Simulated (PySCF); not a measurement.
SMILES C[Si](C)(C)[NH][Al]([OH])[OH] (C3H12AlNO2Si), GFN2-xTB optimised geometry.

```
20

Si    -0.54    -1.79     0.00
C     -1.20    -2.71     1.54
C      1.36    -1.79     0.00
C     -1.24    -2.59    -1.58
N     -0.86    -0.09     0.00
Al     0.50     0.93     0.65
O      0.85     0.80     2.25
O      1.26     2.05    -0.31
H     -0.90    -3.76     1.54
H     -0.83    -2.25     2.45
H     -2.28    -2.69     1.57
H      1.66    -0.75     0.24
H      1.80    -2.04    -0.96
H      1.80    -2.44     0.75
H     -2.33    -2.54    -1.59
H     -0.87    -2.11    -2.48
H     -0.97    -3.64    -1.64
H     -1.80     0.21    -0.19
H      1.18     0.93     3.12
H      1.40     2.44    -1.16
```

Density from PBE0/def2-SVP (PySCF) at that geometry.

Minimum of the electron density along straight lines between bonded atoms, close to the bond critical point (lines longer than 1.1 times the sum of covalent radii, or with two minima, are not listed):

| bond | length / Å | ρ at the minimum / e bohr⁻³ | ∇²ρ there / e bohr⁻⁵ | position (fraction from the first atom) |
|---|---|---|---|---|
| Si1–C2 | 1.909 | 0.110 | 0.31 | 0.38 |
| Si1–C3 | 1.906 | 0.109 | 0.33 | 0.38 |
| Si1–C4 | 1.907 | 0.110 | 0.31 | 0.38 |
| Si1–N5 | 1.729 | 0.121 | 0.72 | 0.40 |
| N5–Al6 | 1.817 | 0.088 | 0.58 | 0.59 |
| Al6–O7 | 1.644 | 0.105 | 1.06 | 0.43 |
| Al6–O8 | 1.654 | 0.105 | 1.03 | 0.43 |
| C2–H9 | 1.086 | 0.271 | -0.95 | 0.62 |
| C2–H10 | 1.085 | 0.272 | -0.97 | 0.62 |
| C2–H11 | 1.086 | 0.271 | -0.96 | 0.62 |
| C3–H12 | 1.104 | 0.254 | -0.79 | 0.60 |
| C3–H13 | 1.084 | 0.273 | -0.99 | 0.63 |
| C3–H14 | 1.084 | 0.274 | -1.00 | 0.63 |
| C4–H15 | 1.085 | 0.271 | -0.96 | 0.62 |
| C4–H16 | 1.085 | 0.272 | -0.97 | 0.62 |
| C4–H17 | 1.085 | 0.271 | -0.96 | 0.62 |
| N5–H18 | 1.007 | 0.327 | -1.47 | 0.76 |
| O7–H19 | 0.944 | 0.364 | -2.59 | 0.82 |
| O8–H20 | 0.945 | 0.363 | -2.59 | 0.82 |
